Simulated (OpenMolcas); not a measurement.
An atom or ion with 30 electrons was computed by SS-RASPT2, IPEA 0.25 Eh, imaginary shift 0.1 Eh with spin-orbit coupling (OpenMolcas, ANO-RCC-VQZP, DKH2). The lowest levels that the run gave, each within 12 % of the measured value where one is at hand:

```tsv
J	Parity	E (cm⁻¹)	g
0	even	0.0	
0	odd	87473	
1	odd	88893	1.500
2	odd	92014	1.501
1	odd	132192	1.001
0	even	210228	
2	even	210238	1.064
1	even	212142	1.501
2	even	215793	1.437
```

Question: Which ion is it, and what are the configurations and terms?

Answer: Se4+ (Z = 34, charge +4; active space 2 electrons in 9 orbitals (RAS2 4s 4p; RAS3 4d, at most 2 electrons)). J, parity and g give the terms where levels are pure, and mixed ones are named by the computed weights; the size of the splittings, set against known spectra of the 30-electron sequence, gives the charge. In order, with the measured energies in cm⁻¹ (the list in Rauch et al., Astron. Astrophys. 606, A105 (2017)): 4s² ¹S₀, 4s 4p ³P°₀ (89749), 4s 4p ³P°₁ (91350), 4s 4p ³P°₂ (94960), 4s 4p ¹P°₁ (131733), 4p² ³P₀ (211794), 4p² ¹D₂ (213203), 4p² ³P₁ (214091), 4p² ³P₂ (218615).

Active for correlation alone: 4d; no level in the range computed is led by a configuration that fills it, so any true level of that kind is missing. Some terms mix strongly with configurations of 4d, whose occupation reaches 0.21 (4p² ¹D). Measured partners are found by configuration, term and J. A level has none where our copy of the source lacks it or the pairing is in doubt (some pairs that miss far off the trend of their configuration count as doubtful), and it then counts in no deviation. Only configurations of the active space appear.

° marks odd parity.
